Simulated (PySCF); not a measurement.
**Electric field gradients and quadrupole coupling constants**

Species: C3H12OSi2.
Numbering: `[CH3:1][O:2][C@@H:3]([SiH3:4])[CH2:5][SiH3:6]` (hydrogens: H7, H8, H9 on C1; H10 on C3; H11, H12, H13 on Si4; H14, H15 on C5; H16, H17, H18 on Si6)

Cartesian coordinates in Å at the PBE0-D3(BJ)/def2-SVP level; atoms count from 1:
```xyz
18
C3H12OSi2 angstrom
C     -0.960    1.879    0.640
O     -0.321    0.994   -0.230
C     -0.272   -0.353    0.211
Si    -1.891   -1.282   -0.217
C      0.940   -1.002   -0.450
Si     2.437    0.163   -0.377
H     -2.023    1.620    0.799
H     -0.461    1.910    1.629
H     -0.911    2.880    0.190
H     -0.118   -0.372    1.311
H     -2.025   -1.347   -1.703
H     -1.834   -2.671    0.335
H     -3.094   -0.597    0.350
H      1.181   -1.954    0.049
H      0.741   -1.239   -1.510
H      3.689   -0.632   -0.582
H      2.510    0.801    0.975
H      2.395    1.221   -1.427
```

Field gradients from the PBE0/pcSseg-1 density (PySCF, non-relativistic), principal values in atomic units, ordered |Vxx| ≤ |Vyy| ≤ |Vzz|:

```json
{"atom": "O2", "Vxx": "-0.0227", "Vyy": "-1.9504", "Vzz": "1.9731"}
```

Task: Find the asymmetry η = (Vxx − Vyy)/Vzz and the couplings χ = eQV/h (234.96 MHz × Q in barn × V in au), with Q(17O) = −0.0256 b.

Result: 
```tsv
atom	environment	nucleus	η	χzz (MHz)	χxx (MHz)	χyy (MHz)
O2	ether oxygen	17O	0.98	-11.87	0.14	11.73
```

At O2 η is above 0.9: Vyy and Vzz are nearly equal in size and opposite in sign, so a small change could swap them and flip the sign of χzz. The tensor is traceless: Vxx + Vyy + Vzz = 0.

Task: What is Vzz at O2 in SI units (1 au = 9.71736 × 10²¹ V/m²)?

Result: 1.9731 au = 19.173 × 10²¹ V/m².

Task: And the gradient at the other heavy atoms, for which no coupling is worked out here?

Result: 
| atom | environment | Vzz (au) | η |
| --- | --- | --- | --- |
| C1 | methoxy carbon | 0.371 | 0.09 |
| C3 | sp3 carbon bound to oxygen | 0.370 | 0.30 |
| Si4 | SiH3 silicon | 0.041 | 0.54 |
| C5 | sp3 carbon bound to silicon | 0.086 | 1.00 |
| Si6 | SiH3 silicon | -0.085 | 0.30 |

Task: What couplings would deuterons (Q(2H) = 0.00286 b) have in place of the hydrogens, at this geometry?

Result: 
| atom | bonded to | bond length (Å) | Vzz (au) | η | χzz (kHz) |
| --- | --- | --- | --- | --- | --- |
| H7 | C1 | 1.106 | 0.2724 | 0.09 | 183 |
| H8 | C1 | 1.108 | 0.2714 | 0.09 | 182 |
| H9 | C1 | 1.099 | 0.2881 | 0.07 | 194 |
| H10 | C3 | 1.111 | 0.2655 | 0.09 | 178 |
| H11 | Si4 | 1.494 | 0.1411 | 0.02 | 95 |
| H12 | Si4 | 1.496 | 0.1398 | 0.02 | 94 |
| H13 | Si4 | 1.495 | 0.1402 | 0.02 | 94 |
| H14 | C5 | 1.102 | 0.2922 | 0.04 | 196 |
| H15 | C5 | 1.104 | 0.2864 | 0.04 | 192 |
| H16 | Si6 | 1.498 | 0.1386 | 0.01 | 93 |
| H17 | Si6 | 1.497 | 0.1404 | 0.03 | 94 |
| H18 | Si6 | 1.491 | 0.1440 | 0.04 | 97 |

Geometry: PBE0-D3(BJ)/def2-SVP, one conformer, isolated molecule. With so small a basis the couplings can be 20 % off.

The run behind these numbers computed NMR shieldings as well. On Arm Neoverse V1, one thread, no GPU, on a shared host, this took 24 s wall.
